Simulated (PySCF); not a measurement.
# A bond scan of AlBH4

Calculated results; nothing here was measured. They come from PySCF 2.14.0, an open-source quantum chemistry program, on an isolated molecule that a program drew, which may never have been made. The molecule is AlBH4 (charge 0, singlet), drawn as the SMILES string `[BH2][AlH2]`.

The structure below is the HF double-zeta minimum with every atom moved a little at random, so it isn't optimised. Bond B1-Al2 is then set to each length in the table by shifting atoms 2, 5, 6 along it, with nothing else relaxed.
```xyz
6
AlBH4, angstrom
B     0.2715    1.8346    1.6829
Al    0.1917    2.3871   -0.3303
H    -0.8167    1.1118    2.0963
H     1.0450    1.6540    2.5104
H     0.5173    1.3925   -1.5971
H    -0.3959    3.8050   -0.5264
```

E is the energy above the same method's energy at the HF double-zeta minimum. IE is the energy to remove one electron at fixed geometry, to the doublet state of charge +1, as a difference of total energies. The basis family is cc-pV(n+d)Z, with UHF for radicals and no spin-orbit coupling. Best is HF at quadruple zeta, plus MP2 correlation extrapolated from triple and quadruple zeta, plus CCSD(T) minus MP2 at triple zeta, with a frozen core. The other columns are at triple zeta.

```
bond (Å),E wB97X (kcal/mol),E PBE (kcal/mol),E CCSD(T) (kcal/mol),E best (kcal/mol),IE wB97X (eV),IE PBE (eV),IE CCSD(T) (eV),IE best (eV),T1
1.9942,12.47,11.13,12.70,12.44,10.097,9.741,10.138,10.231,0.012
2.0032,12.19,10.88,12.39,12.15,10.086,9.733,10.127,10.220,0.012
2.0892,10.84,9.72,10.79,10.70,9.972,9.650,10.012,10.104,0.011
2.3492,?,?,?,?,?,?,?,?,?
2.3642,17.39,15.93,16.68,16.99,9.519,9.317,9.561,9.650,0.010
2.6042,29.64,26.98,28.23,28.77,9.082,8.976,9.136,9.222,0.010
```

T1 is the CCSD diagnostic of the starting molecule.

**Estimate the best E and IE at 2.3492 Å from the other rows.**

A least-squares cubic in the inverse of the bond length through the other values of E best gives 16.38 kcal/mol there. A least-squares quadratic in the bond length through IE best gives 9.680 eV. The calculation gives 16.38 kcal/mol and 9.676 eV, so the fits miss by 0.00 kcal/mol and 0.004 eV. The same recipe one zeta lower moves these two values by 0.13 kcal/mol and 0.02 eV, a gauge of their own error. The rest of the row: E is 16.76 (wB97X), 15.35 (PBE), 16.08 (CCSD(T)); IE is 9.546 (wB97X), 9.337 (PBE), 9.587 (CCSD(T)); T1 is 0.010.
